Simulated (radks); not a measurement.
Question: Sc, 21 electrons, occupied as [Ar] 3d(up 0.5, down 0.5) 4s(up 1, down 1) (fractional occupations, a model configuration). All-electron calculation, non-relativistic Kohn-Sham, LDA (Slater exchange, Perdew-Wang correlation), spin-polarised, spherical densities, point nucleus. Program: a radial shooting solver on a logarithmic mesh with Libxc functionals. Some entries of the table are withheld. Estimate them.

orbital  occ.  eigenvalue (hartree)  <r> (bohr)  <1/r> (bohr^-1)
1s          2             -160.1841     0.07375            20.49
2s          2             -17.20631      0.3472            4.237
2p          6             -14.23986      0.3091            4.178
3s          2              -1.98820       1.084            1.296
3p          6              -1.23300       1.172              (1)
4s          2              -0.15654       3.707              (2)
3d          1              -0.13099       1.833              (3)

Answer: 
(1) 3p <1/r> (bohr^-1): 1.172
(2) 4s <1/r> (bohr^-1): 0.3512
(3) 3d <1/r> (bohr^-1): 0.7701
